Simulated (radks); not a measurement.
Initial-state core-level shifts of neutral caesium when its valence configuration changes from [Xe] 6s1. Calculated with a radial shooting solver on a logarithmic mesh with Libxc functionals: scalar-relativistic Kohn-Sham, LDA (Slater exchange, Perdew-Wang correlation), spin-unpolarised, spherical densities, finite nucleus; Fermi nuclear charge, rms radius 4.8041 fm. Shifts are changes of the shell-averaged eigenvalues in eV (positive: less bound); the change of the density at the nucleus, which sets a Mossbauer isomer shift, is in e/bohr^3, on a base of 3.052e+05.

valence,1s,3s,3d,4d,density at nucleus
6p1,-1.290,-1.294,-1.294,-1.291,-8.08
4f0.5 6s0.5,-1.943,-1.943,-1.943,-1.939,-2.89
4f1,-3.604,-3.603,-3.603,-3.593,-7.76
5d0.5 6s0.5,-0.026,-0.011,-0.010,-0.004,-4.28
5d1,-0.128,-0.099,-0.097,-0.086,-8.40
